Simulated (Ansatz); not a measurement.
Cost and result up the ladder for Ge14NH24, a doped nanocrystal cut from the lattice of germanium (N on a surface site) (39 atoms). Total charge 0; doublet. Geometry: PBE-D4/def2-SVP.

Cartesian coordinates in Å:
```
Ge 1.050 -0.856 -0.524
Ge -2.137 -2.975 -0.958
Ge 2.728 4.043 -1.719
Ge -0.841 2.302 -1.868
Ge -2.304 0.287 1.332
Ge 1.146 2.449 1.609
Ge 1.472 -2.326 1.381
Ge 3.218 2.932 0.403
Ge -1.282 -4.150 1.008
Ge -0.199 -2.134 -2.190
Ge -0.289 1.074 0.179
Ge -3.552 -1.117 -0.238
Ge 1.229 2.699 -3.105
Ge -1.705 -0.947 3.361
N -0.193 -2.969 2.008
H 2.429 -0.389 -1.080
H -2.941 -4.010 -1.804
H 4.048 4.357 -2.482
H 2.028 5.400 -1.416
H -1.852 1.477 -2.716
H -1.511 3.661 -1.513
H -0.073 -3.350 2.958
H -3.189 1.538 1.649
H 1.450 1.691 2.934
H 0.425 3.781 1.968
H 2.408 -3.518 0.994
H 2.097 -1.577 2.592
H 3.955 1.591 0.118
H 4.169 3.817 1.262
H -0.465 -5.419 0.599
H -2.410 -4.577 1.989
H 0.651 -3.314 -2.746
H -0.628 -1.232 -3.382
H -3.994 -0.300 -1.488
H -4.835 -1.691 0.434
H 1.897 1.328 -3.414
H 0.960 3.413 -4.463
H -0.277 -0.478 3.805
H -2.683 -0.512 4.525
```

Ansatz on 4 threads of AMD EPYC 7R13 on a shared host and a share (37 GiB) of an NVIDIA H100 80GB HBM3. Times are rough, and most runs start from the orbitals of an earlier one. PBE0-D4/def2-TZVP serves as the yardstick here, not as an exact answer. Differences are given only for rows in sets of like size (and for xTB, whose basis is part of the method), since another set adds its own error. Binding counts from free atoms at the same level (Ge triplet, N quartet, H doublet; other spins of the atoms weren't run), without zero-point energy or a counterpoise term.

Correlated methods freeze 127 core orbitals; core or outer-core shells of Ge are correlated, in sets that lack core-valence functions. The rows differ in basis, and correlated rows in double-zeta sets carry the largest basis error. Single mean-field runs in def2-SVP, def2-TZVP are fitted with def2-universal-jkfit.

Correlated methods converge slowly with the basis, most of all in double-zeta sets.

```
                         level  functions  wall time  binding energy per atom (eV)  difference from PBE0-D4/def2-TZVP (eV)
               PBE-D4/def2-SVP        582       18 s                          2.85                                       –
             PBE0-D4/def2-TZVP        847       22 s                          2.84                                    0.00
              PBE0-D4/def2-SVP        582       22 s                          2.84                                       –
           r2SCAN-D4/def2-TZVP        847       24 s                          2.88                                    0.04
PBE-D4/def2-TZVP (with forces)        847       25 s                          2.85                                    0.01
                  HF/def2-TZVP        847       30 s                          1.99                                   -0.85
                  MP2/def2-SVP        582       35 s                          2.66                                       –
```
